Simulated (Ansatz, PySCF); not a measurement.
Sn(F)(Cl)(OH)2 (ClFH2O2Sn), SMILES [OH][Sn]([OH])([F])[Cl]. Atoms are numbered in the order given.

```xyz
7

O      0.4079     1.9485     0.4942
Sn    -0.1467     0.1005     0.2051
O     -1.9876     0.0850    -0.4624
F     -0.1548    -0.8831     1.8609
Cl     1.3805    -0.9533    -1.1728
H     -0.3536     2.5074     0.6999
H     -2.4087    -0.7756    -0.3379
```

Coordinates come from a PBE0-D3(BJ)/def2-SVP optimisation. The structure was generated by enumeration; whether it is a known compound was not checked. The def2 effective core potentials stand for the cores of Sn; spin–orbit coupling is left out. The values are those of a single conformer.

Two levels are set side by side: PBE-D3(BJ)/def2-SVP (Ansatz, an electronic-structure program) and PBE0-D3(BJ)/def2-SVP (Ansatz). Each level has its own optimised geometry; the coordinates shown are those of the second. Frequencies come from the Hessian of PySCF at each geometry. Differences are taken from unrounded values.

```json
[
 {"quantity": "mean bond length (Å)", "PBE0-D3(BJ)": "1.680", "PBE-D3(BJ)": "1.704", "PBE-D3(BJ) minus PBE0-D3(BJ)": "0.024"},
 {"quantity": "bond O1–Sn2 (Å)", "PBE0-D3(BJ)": "1.951", "PBE-D3(BJ)": "1.982", "PBE-D3(BJ) minus PBE0-D3(BJ)": "0.031"},
 {"quantity": "bond Sn2–O3 (Å)", "PBE0-D3(BJ)": "1.958", "PBE-D3(BJ)": "1.991", "PBE-D3(BJ) minus PBE0-D3(BJ)": "0.032"},
 {"quantity": "bond Sn2–F4 (Å)", "PBE0-D3(BJ)": "1.926", "PBE-D3(BJ)": "1.952", "PBE-D3(BJ) minus PBE0-D3(BJ)": "0.026"},
 {"quantity": "bond Sn2–Cl5 (Å)", "PBE0-D3(BJ)": "2.311", "PBE-D3(BJ)": "2.338", "PBE-D3(BJ) minus PBE0-D3(BJ)": "0.027"},
 {"quantity": "bond O1–H6 (Å)", "PBE0-D3(BJ)": "0.967", "PBE-D3(BJ)": "0.980", "PBE-D3(BJ) minus PBE0-D3(BJ)": "0.013"},
 {"quantity": "bond O3–H7 (Å)", "PBE0-D3(BJ)": "0.966", "PBE-D3(BJ)": "0.979", "PBE-D3(BJ) minus PBE0-D3(BJ)": "0.013"},
 {"quantity": "highest harmonic wavenumber (cm⁻¹)", "PBE0-D3(BJ)": "3876", "PBE-D3(BJ)": "3686", "PBE-D3(BJ) minus PBE0-D3(BJ)": "-189"},
 {"quantity": "mean harmonic wavenumber (cm⁻¹)", "PBE0-D3(BJ)": "860", "PBE-D3(BJ)": "822", "PBE-D3(BJ) minus PBE0-D3(BJ)": "-38"},
 {"quantity": "zero-point energy (kcal/mol)", "PBE0-D3(BJ)": "18.45", "PBE-D3(BJ)": "17.63", "PBE-D3(BJ) minus PBE0-D3(BJ)": "-0.82"}
]
```

GGA bonds tend to be longer and softer than those of functionals with exact exchange. Differences between two approximate levels are no errors against the true value.
